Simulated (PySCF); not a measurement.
## Two-component Hartree-Fock for Br (bromine, neutral)

Start: [Ar] 3d10 4s2 4p5; 4p1/2 filled at m_j = -1/2, +1/2; 4p3/2 filled at m_j = -1/2, +1/2, +3/2. Calculated with PySCF 2.14 in x2c-SVPall-2c with one added diffuse shell each of s, p, d type (6s7p4d, 47 functions): generalised Hartree-Fock with the X2C-1e Hamiltonian and a Gaussian nucleus; one run each with spin-orbit coupling (SO) switched off, then screened by Boettger's factors.

```
spinor shell  electrons  ε, spin-free (eV)  ε, screened SO (eV)  weight of nominal j (screened SO)  rms radius, screened SO (bohr)
       1s1/2          2           -13552.6             -13552.3                              1.000                          0.0493
       2s1/2          2            -1824.9              -1824.8                              1.000                           0.205
       2p1/2          2            -1604.9              -1637.5                              1.000                           0.180
       2p3/2          4            -1604.9              -1589.1                              1.000                           0.184
       3s1/2          2            -277.43              -277.37                              1.000                           0.588
       3p1/2          2            -205.44              -210.47                              1.000                           0.601
       3p3/2          4            -205.44              -202.93                              1.000                           0.611
       3d3/2          4            -85.969              -86.626                              0.995                           0.650
       3d5/2          6            -85.969              -85.438                              0.997                           0.653
       4s1/2          2            -27.818              -27.791                              1.000                            1.83
       4p1/2          2            -12.480              -13.005                              0.756                            2.25
       4p3/2          3            -12.480              -12.157                              0.837                            2.30
```

| quantity | spin-free | screened SO |
| --- | --- | --- |
| E (hartree) | -2603.92902 | -2604.05185 |
| M_J | 3/2 | 3/2 |
| ⟨J²⟩ | 3.758 | 3.758 |
| ⟨L²⟩ | 2.006 | 2.009 |
| ⟨S²⟩ | 0.753 | 0.756 |

Each row is a mean over spinors that exchange with the open shell spreads, by up to 2.896 eV (4s1/2).

Rows whose weight is well below 1 are mixtures of j = l ± 1/2: exchange outweighs spin-orbit coupling there, and the label is only the starting occupation.

Without spin-orbit coupling the j labels of p, d and f shells carry no meaning; the spin-free column gives the mean over the occupied spinors of each nl shell.
